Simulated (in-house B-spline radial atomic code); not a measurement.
Values are calculated unless marked as measured or tabulated.
# C6 from the polarisability at imaginary frequency: the zinc ion Zn²⁺

OLYP linear response of the closed shell [Ar] 3d10, from a B-spline radial code for spherical atoms; scalar-relativistic (spin-free one-electron X2C), finite nucleus, no spin-orbit coupling.

The dispersion coefficient of two like species is C6 = (3/π) ∫ α(iu)² du from 0 to ∞.

| u (hartree) | α(iu) (bohr³) |
| --- | --- |
| 0 | 2.923 |
| 0.156 | 2.824 |
| 0.364 | 2.493 |
| 0.624 | 2.053 |
| 1.04 | 1.543 |
| 1.56 | 1.148 |
| 2.34 | 0.8013 |
| 3.64 | 0.5008 |
| 5.2 | 0.3229 |
| 7.79 | 0.1849 |
| 13 | 0.08431 |
| 26 | 0.02638 |

(1) Fit one oscillator, α(iu) = α(0)/(1 + u²/ω²), through u = 2.34 and estimate C6.

(2) How does that compare with the full integral?

## Answers

(1) From α(0)/α(iu) − 1 = 2.923/0.8013 − 1 = 2.6478, ω = u/√2.6478 = 1.4380 hartree (39.1 eV). London's formula gives C6 = (3/4) α(0)² ω = 0.75 × 2.923² × 1.4380 = 9.215 hartree·bohr⁶, and the oscillator holds f = α(0) ω² = 6.04 electrons, of a sum of oscillator strengths of 27.8.

(2) The program's quadrature over all excitations gives C6 = 7.801, so the single oscillator is off by +18.1 %. At the last point the fit gives α = 0.00891 against 0.0264: higher excitations, and deeper shells where there are any, keep the true curve higher at large u.
